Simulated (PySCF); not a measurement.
C2H9FSi3, SMILES [SiH2]1[C@H]([SiH3])C[Si@H]1F. Coordinates come from a PBE0-D3(BJ)/def2-SVP optimisation. The structure was generated by enumeration; whether it is a known compound was not checked.

Computed equilibrium geometry at PBE0-D3(BJ)/def2-SVP (PySCF confirms it by a frequency run) as Cartesian coordinates in Å:
```xyz
15

F      2.2304     0.1225    -1.6752
Si     1.5784    -0.7047    -0.4246
C     -0.2713    -1.0061    -0.7165
C     -0.8228     0.3294    -0.1227
Si    -2.5924     0.2698     0.5089
Si     0.5810     0.7100     1.1389
H      2.4791    -1.8711    -0.1831
H     -0.5799    -1.8683    -0.0963
H     -0.6051    -1.2151    -1.7460
H     -0.7555     1.1244    -0.8878
H     -2.9858     1.5872     1.0993
H     -2.6971    -0.7827     1.5684
H     -3.5577    -0.0695    -0.5844
H      0.9284     2.1461     1.3568
H      0.3256     0.0550     2.4613
```
Charge 0, spin multiplicity 1.
